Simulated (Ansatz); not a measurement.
**The HOMO–LUMO gap down a group: O to Te**

One atom is swapped for its congeners: C2H5O `[CH2]OC`; C2H5S `[CH2]SC`; Te(CH2)(CH3). The Se member is missing. All are doublets with charge 0.

Shapes, held fixed at every level: PBE0-D4/def2-TZVP. Flexible molecules stand in one conformer, not always the lowest. Programs: Ansatz 0.2.0. Values in eV.

Task: How should the HOMO–LUMO gap change along the series?

Result: At wB97X-V/def2-TZVPP the HOMO–LUMO gap falls at every step, from 8.86 to 7.59 eV. Every level shows the same order. Open shells run unrestricted unless RO is named. For atoms past krypton def2 sets carry core potentials with scalar relativity. Orbital gaps aren't excitation energies, and the LUMO depends on the basis.

| level | C2H5O | C2H5S | Te(CH2)(CH3) |
| --- | --- | --- | --- |
| PBE-D4/def2-TZVPP | 1.76 | 1.40 | 1.34 |
| B3LYP-D4/def2-TZVPP | 3.71 | 3.12 | 2.94 |
| BHLYP-D4/def2-TZVPP | 6.88 | 5.93 | 5.53 |
| r2SCAN0-D4/def2-TZVPP | 5.28 | 4.41 | 4.17 |
| wB97M-V/def2-TZVPP | 8.46 | 7.61 | 7.29 |
| wB97X-V/def2-TZVPP | 8.86 | 8.00 | 7.59 |
